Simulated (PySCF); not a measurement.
## Working out the excitation energy of Ca

Ca [Ar] 4s2 (1S) → Ca [Ar] 4s1 4p1 (3P). Calculation: PySCF 2.14, in x2c-TZVPPall with one added diffuse shell each of s, p, d type (7s6p4d, 45 functions); the spin-free X2C one-electron Hamiltonian (Gaussian nucleus). Frozen: [Ne]. Energies in hartree (1 hartree = 27.21139 eV):

```
             part   Ca (lower)   Ca (upper)
              UHF  -679.620222  -679.582179
MP2 opposite-spin    -0.146520    -0.122833
    MP2 same-spin    -0.055685    -0.052437
```

Task: What does Hartree-Fock give?

Result: (-679.582179) − (-679.620222) = 0.038043 hartree = 1.035 eV.

Task: What do MP2 and SCS-MP2 (6/5 opposite-spin, 1/3 same-spin) give?

Result: The opposite-spin parts differ by 0.645 eV and the same-spin parts by 0.088 eV. MP2: 1.035 + (0.645) + (0.088) = 1.768 eV. SCS-MP2: 1.035 + 1.2 × (0.645) + (0.088)/3 = 1.838 eV.

Measured between the centres of the two terms (NIST): 1.892 eV, so MP2 (valence and next inner shell) is off by -0.124 eV.

What remains against the reference includes basis incompleteness, the frozen core and correlation beyond second order.
